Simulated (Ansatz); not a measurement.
A single point on `O[B-]1(Cl)OC(C(F)(F)F)=CC(C(F)(F)F)=[O+]1`.

```yaml
crystal:
  periodic: [false, false, false]
  atoms:
    - {symbol: O, position_ang: [1.017933, -0.414519, 2.789407]}
    - {symbol: B, position_ang: [0.081378, -0.536980, 1.790291]}
    - {symbol: Cl, position_ang: [-1.482003, -1.409842, 2.192102]}
    - {symbol: O, position_ang: [-0.306413, 0.854665, 1.274137]}
    - {symbol: C, position_ang: [-0.511537, 1.090786, 0.049965]}
    - {symbol: C, position_ang: [-1.058283, 2.492071, -0.225915]}
    - {symbol: F, position_ang: [-2.195417, 2.673538, 0.431329]}
    - {symbol: F, position_ang: [-1.287924, 2.666843, -1.525037]}
    - {symbol: F, position_ang: [-0.181473, 3.405616, 0.173919]}
    - {symbol: C, position_ang: [-0.229775, 0.209467, -0.977975]}
    - {symbol: C, position_ang: [0.451267, -0.934915, -0.604567]}
    - {symbol: C, position_ang: [1.027492, -1.897095, -1.644187]}
    - {symbol: F, position_ang: [0.563185, -3.121571, -1.437146]}
    - {symbol: F, position_ang: [0.695507, -1.521406, -2.876913]}
    - {symbol: F, position_ang: [2.352075, -1.919651, -1.552686]}
    - {symbol: O, position_ang: [0.700186, -1.264407, 0.589513]}
    - {symbol: H, position_ang: [0.744614, -0.813997, 3.615005]}
    - {symbol: H, position_ang: [-0.418512, 0.452995, -2.009338]}
basis:
  gaussian: {orbitals: def2-QZVPP}
correlation: {method: mp2}
```

```sh
$ ansatz run in.yaml --threads 10 --pin off --events-out ev --progress --plain --max-ram 110592MiB --backend cuda --devices 0, --max-vram 75GiB
```

Shortened log:

```
Functional definition: HF
6221 factors; integrals over basis functions are off by at most 8.3e-4 eV
mean field evaluation 1: about -40711.9125 eV, gradient 7.9e1 eV
mean field evaluation 2: about -40712.3508 eV, gradient 8.0e1 eV
mean field evaluation 4: about -40723.6703 eV, gradient 7.2e0 eV
mean field evaluation 8: about -40723.8305 eV, gradient 7.1e-1 eV
mean field evaluation 16: about -40723.8323 eV, gradient 2.0e-6 eV
mean field -40723.83229733 eV, -1496.5732333221 hartree, gradient 2.0e-6 eV, S^2 0.000000; 0 other end points of the search recorded, 0 dependent functions left out
20 core orbitals not correlated: weight in the atoms' cores, before any rotation towards them, 1.000 or more for the frozen orbitals, at most 0.000 for the correlated occupied ones
reference -40723.83229733 eV, -1496.5732333221 hartree; 46, 46 occupied and 919, 919 virtual orbitals, 6221 factors
second order -95.37644890 eV of doubles, -0.00000000 eV of singles
Total energy: -40819.20874623 eV, -1500.0782531705 hartree
```

Run time 6 s (10 threads of an AMD EPYC 7R13 on a shared host and a whole NVIDIA H100 80 GB); peak host memory 1.8 GiB.
